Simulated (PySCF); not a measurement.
A structure optimised at B3LYP-D3(BJ)/def2-SVP, used in a PySCF frequency run:

```xyz
9

Hf     0.0000     0.0000     0.0000
O      1.1204     1.1204    -1.1204
H      1.6722     1.6722    -1.6722
O     -1.1204     1.1204     1.1204
H     -1.6722     1.6722     1.6722
O     -1.1204    -1.1204    -1.1204
H     -1.6722    -1.6722    -1.6722
O      1.1204    -1.1204     1.1204
H      1.6722    -1.6722     1.6722
```
Charge 0, spin multiplicity 1.

### Question
Write its SMILES, formula and point group.

### Answer
[OH][Hf]([OH])([OH])[OH], H4HfO4, Td

### Question
What are its rotational constants (standard atomic weights)?

### Answer
2.7584, 2.7584, 2.7584 GHz
